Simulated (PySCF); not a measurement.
A calculated (PBE, PySCF 2.14, ANO-RCC-VTZP, the spin-free X2C one-electron Hamiltonian (Gaussian nucleus)) atom or ion has these occupied shells.

```csv
shell,electrons,orbital energy (eV),"rms radius, mean of both spins (bohr)"
1s α,1,-2752.4,0.105
1s β,1,-2752.1,0.105
2s α,1,-254.33,0.484
2s β,1,-254.05,0.484
2p α,3,-193.32,0.454
2p β,3,-193.03,0.454
3s α,1,-21.957,1.64
3p α,3,-9.633,2.00
3p β,3,-8.637,2.00
```

(1) Name the element and its charge.

Answers

(1) Cl (chlorine, neutral), in [Ne] 3s1 3p6, 2S determinant (an excited configuration).
